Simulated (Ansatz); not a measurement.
C₄H₄N, SMILES [c]1ccc[nH]1, multiplicity 2.

Geometry: B3LYP-D3(BJ)/def2-SVP. The isomer is the one that the SMILES or the coordinates give; other isomers of the formula were not compared.

Two levels are set side by side: PBE/def2-SVPD (Ansatz, a program for electronic structure) and PBE0/def2-SVPD (Ansatz). Energy differences of separate SCF runs at the same geometry; the states with an electron removed or added have multiplicity 3 and 1. Differences are taken from unrounded values.

```json
[
 {"quantity": "vertical ionisation energy (eV)", "PBE0": "8.30", "PBE": "8.35", "PBE minus PBE0": "0.06"},
 {"quantity": "vertical electron affinity (eV)", "PBE0": "0.98", "PBE": "1.05", "PBE minus PBE0": "0.07"}
]
```
